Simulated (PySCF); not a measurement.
TlBr: mean field, correlation and small terms against distance

State: ¹Σ⁺, singlet, closed shell. RHF-based CCSD(T) in PySCF 2.14 with Tl cc-pwCVDZ-PP with ECP60, Br aug-cc-pVDZ-PP with ECP10 and Tl cc-pwCVTZ-PP with ECP60, Br aug-cc-pVTZ-PP with ECP10 (frozen core orbitals: 13; scalar-relativistic core potentials). Correlation energies are extrapolated as n⁻³ (n = 2, 3), Hartree–Fock as (n+1)·exp(−9√n). CV is the change on freezing 8 orbitals instead, in Tl cc-pwCVTZ-PP with ECP60, Br cc-pwCVTZ-PP with ECP10. All energies in eV from Tl + Br.

```
 R (Å)  HF/CBS  CCSD corr.      (T)       CV   total
2.3428  -2.280      -1.061  -0.1457  -0.0518  -3.539
2.4493  -2.644      -1.025  -0.1452  -0.0420  -3.857
2.5558  -2.830      -0.993  -0.1445  -0.0345  -4.002
2.6623  -2.892      -0.964  -0.1436  -0.0286  -4.028
2.7688  -2.871      -0.936  -0.1423  -0.0241  -3.974
2.9019  -2.770      -0.904  -0.1403  -0.0200  -3.834
3.0350  -2.617      -0.874  -0.1379  -0.0171  -3.646
```

A fit to the total gives Re = 2.6375 Å, De = 4.030 eV, ωe = 191.6 cm⁻¹, Be = 0.04253 cm⁻¹ (masses 204.9744 and 78.9183 u).

Problem. At R = 2.6623 Å the CCSD correlation energy is -0.451149 hartree in the smaller basis and -0.615783 in the larger. Extrapolate it.

Solution. (3³·E3 − 2³·E2)/(3³ − 2³) = -0.68510 hartree; the larger basis holds 89.9 % of it.

The T1 diagnostic is 0.015. The open-shell atoms are computed with UHF. Spin–orbit coupling, excitations beyond (T) and corrections to the Born–Oppenheimer picture are left out, and spin–orbit coupling matters for open p, d or f shells this heavy.
